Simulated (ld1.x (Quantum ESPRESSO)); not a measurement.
# Before and after: TM semilocal potential for Fe (Z = 26)

- Element: Fe
- Generator: ld1.x (Quantum ESPRESSO) 7.5
- Type: norm-conserving Troullier–Martins (semilocal form)
- Functional: PBE
- Relativity: scalar-relativistic
- Frozen core: [Ne]
- Valence charge: 16
- Reference configuration: 3s2 3p6 3d7 4s1 4p0
- Partial waves: 3s (bound): rc 0.80 bohr; 3d (bound): rc 1.35 bohr; 3p (bound): rc 0.75 bohr
- Local potential: the p channel
- Core correction: none

Occupied shells without a wave of their own: 4s. They enter only through the test configuration that unscreens the potential.

All-electron outer shells of the reference configuration (PBE, scalar-relativistic, ld1.x):

```json
{"shell": "2s", "level (eV)": "-814.69", "outermost node (bohr)": "0.08", "outermost maximum (bohr)": "0.22"}
{"shell": "2p", "level (eV)": "-693.47", "outermost node (bohr)": "–", "outermost maximum (bohr)": "0.18"}
{"shell": "3s", "level (eV)": "-89.48", "outermost node (bohr)": "0.33", "outermost maximum (bohr)": "0.70"}
{"shell": "3p", "level (eV)": "-55.64", "outermost node (bohr)": "0.30", "outermost maximum (bohr)": "0.72"}
{"shell": "4s", "level (eV)": "-4.25", "outermost node (bohr)": "1.01", "outermost maximum (bohr)": "2.53"}
{"shell": "3d", "level (eV)": "-3.81", "outermost node (bohr)": "–", "outermost maximum (bohr)": "0.73"}
{"shell": "4p", "level (eV)": "-0.87", "outermost node (bohr)": "1.12", "outermost maximum (bohr)": "3.78"}
```

Change: form changed from semilocal to separable (Kleinman–Bylander), still TM; local potential the s channel.

Cutoffs: the cutoffs (Ry, on a coarse ladder) from which the occupation-weighted sum of valence levels, in a spherical-Bessel basis at the reference potential, stays within 10 and 1 mRy of its value at 400 Ry; they do not see the model core or the augmentation charge, which bear on the density cutoff. Errors are all-electron minus pseudo energies relative to the spin-unpolarised reference configuration.

Q: What does the change do?

A: Of the 7 tests that both files solve, the error grows in 3 and shrinks in 1 by more than 15 % and 0.3 meV (median size 21.8 → 28.6 meV); the range in which the d phases agree widens (upper end 3.8 → at the end of the scan); neither file shows a bound ghost. In the semilocal form every listed channel keeps its own potential, so the choice of the local channel does not act on these tests. It acts once the file is put into the separable form. A semilocal file is local in each channel, so a ghost entry of none says nothing of the separable form that plane-wave codes build from it.

| quantity | base | changed |
| --- | --- | --- |
| cutoff, loose | 200 Ry | 200 Ry |
| cutoff, tight | over 300 Ry | over 300 Ry |
| bound ghosts | none | none |
| error for 3s2 3p6 3d6 4s2 4p0, meV [ΔE 0.79 eV] | +43 | +50 |
| error for 3s2 3p6 3d6 4s1 4p0, meV [ΔE 9.52 eV] | -6.8 | -0.4 |
| error for 3s2 3p6 3d6 4s0 4p0, meV [ΔE 25.72 eV] | -90 | -83 |
| error for 3s2 3p6 3d6 4s0 4p1, meV [ΔE 14.57 eV] | -62 | -56 |
| error for 3s2 3p6 3d6 4s1.5 4p0, meV [ΔE 4.27 eV] | +22 | +29 |
| error for 3s2 3p6 3d6.5 4s1.5 4p0, meV [ΔE 0.06 eV] | +19 | +21 |
| error for 3s2 3p6 3d6 4s1 4p1, meV [ΔE 4.90 eV] | +0.6 | +7.9 |
| s: phases at 1.51 bohr within 0.05 rad from the reference energy up to (Ry; the scan ends near 5) | 2.7 | 2.7 |
| p: phases at 1.51 bohr within 0.05 rad from the reference energy up to (Ry; the scan ends near 5) | to the end of the scan | to the end of the scan |
| d: phases at 1.51 bohr within 0.05 rad from the reference energy up to (Ry; the scan ends near 5) | 3.8 | to the end of the scan |
